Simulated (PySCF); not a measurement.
A structure optimised at PBE0-D3(BJ)/def2-SVPD, used in a PySCF frequency run:

```xyz
8

C     -0.2036    -1.1745     0.0000
C      0.4789     0.2157     0.0000
O     -0.3603     1.2418     0.0000
H      0.5328    -2.0042     0.0000
H     -0.8487    -1.2707    -0.8902
H     -0.8487    -1.2707     0.8902
H      1.1976     0.1822     0.8898
H      1.1976     0.1822    -0.8898
```
Charge -1, spin multiplicity 1.

Q: Write its SMILES, formula and point group.

A: CC[O-], C2H5O, Cs

Q: What are its rotational constants (standard atomic weights)?

A: 38.667, 9.7121, 8.6068 GHz
